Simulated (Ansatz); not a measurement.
H5Si2, doublet, geometry from GFN2-xTB, atoms displaced at random by about 0.08 Å a coordinate; Ansatz (a first-principles code) with PBE/def2-SVP, gradient.

Input for Ansatz:
Ansatz 0.2 input:
```yaml
crystal:
  periodic: [false, false, false]
  atoms:
    - {symbol: Si, position_ang: [0.05810482, -0.01000750, 1.10836726]}
    - {symbol: Si, position_ang: [0.14604628, -0.11818115, -1.14071759]}
    - {symbol: H, position_ang: [-1.26657136, -0.40656887, 1.83709896]}
    - {symbol: H, position_ang: [1.11145048, -0.60565221, 1.77831811]}
    - {symbol: H, position_ang: [0.07899104, -1.18616549, -1.71440296]}
    - {symbol: H, position_ang: [-1.02118154, 0.70574408, -1.59913900]}
    - {symbol: H, position_ang: [1.28465795, 0.67091196, -1.52279690]}
basis:
  gaussian:
    orbitals: def2-SVP
hamiltonian:
  xc: pbe
magnetization: {spin_polarized: true, initial_magnetization: 1}
output: {forces: true}
```

What the program printed (banner, timings and long lists left out):

```
Functional definition: PBE
682 factors; their error is unknown
mean field evaluation 1: about -15818.8458 eV, gradient 1.2e1 eV
mean field evaluation 2: about -15819.6437 eV, gradient 7.0e0 eV
mean field evaluation 4: about -15820.0776 eV, gradient 2.5e-1 eV
mean field evaluation 8: about -15820.0159 eV, gradient 9.4e-2 eV
mean field evaluation 16: about -15820.0159 eV, gradient 1.2e-5 eV
mean field -15820.01593582 eV, -581.3748624494 hartree, gradient 1.2e-5 eV, S^2 0.753057; 0 other end points of the search recorded, 0 dependent functions left out
the calculation of the forces begins
reference -15820.01596844 eV, -581.3748636483 hartree; 17, 16 occupied and 44, 45 virtual orbitals, 682 factors
Total energy: -15820.01596844 eV, -581.3748636483 hartree
Atom 0 at     0.058105    -0.010008     1.108367 Å, force    -2.685176     0.769725     0.205098 eV/Å
Atom 1 at     0.146046    -0.118181    -1.140718 Å, force    -0.761341     7.958492     3.798315 eV/Å
Atom 2 at    -1.266571    -0.406569     1.837099 Å, force     0.637140     0.231903    -0.480713 eV/Å
Atom 3 at     1.111450    -0.605652     1.778318 Å, force     2.117346    -1.113721     1.348060 eV/Å
Atom 4 at     0.078991    -1.186165    -1.714403 Å, force    -0.335498    -8.467276    -4.376979 eV/Å
Atom 5 at    -1.021182     0.705744    -1.599139 Å, force    -0.216659     0.064625    -0.069993 eV/Å
Atom 6 at     1.284658     0.670912    -1.522797 Å, force     1.244189     0.556251    -0.423788 eV/Å
Dipole moment:     0.059622    -0.098147    -0.048566 e Å
```
